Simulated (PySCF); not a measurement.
**Spin-rotation constants: `[Cl][Ge-]([Cl])([Cl])([Cl])[Cl]`, [Cl₅Ge]-, charge -1**

Cartesian coordinates in Å; atom numbers follow the order of the lines, from 1:
```xyz
6

Ge    0.001    0.002    0.000
Cl   -0.017   -0.005    2.314
Cl    0.021    0.009   -2.314
Cl    2.231    0.004    0.017
Cl   -1.132    1.923   -0.003
Cl   -1.103   -1.934   -0.015
```

Total charge -1.

Computed, not measured: GIAO B3LYP/def2-SVP magnetisability, rotational g tensor and spin-rotation constants, non-relativistic, gas phase in PySCF. Geometry: GFN2-xTB.

The calculation is non-relativistic, which matters for the atoms heavier than Zn. For an ion the centre-of-mass motion in the field is neglected.

Q: Give the nuclear spin-rotation constants along the inertial axes (H = +C I·J) beside the isotropic shieldings.

A: Rotational constants 0.9687, 0.7971, 0.7937 GHz. A star marks the isotopologue with that one atom substituted, in its own axes.
```csv
atom,isotope,Caa (kHz),Cbb (kHz),Ccc (kHz),mean (kHz),σ (ppm)
Cl2,35Cl,0.091,0.435,0.436,0.321,482.8
Cl3,35Cl,0.091,0.434,0.436,0.321,482.8
Cl4,35Cl,0.320,0.184,0.372,0.292,571.1
Cl5,35Cl,0.320,0.167,0.388,0.292,571.3
Cl6,35Cl,0.319,0.476,0.077,0.291,573.7
Ge1,73Ge*,-0.326,-0.205,-0.204,-0.245,1423.2
```
For the geometry as given, no vibrational averaging.
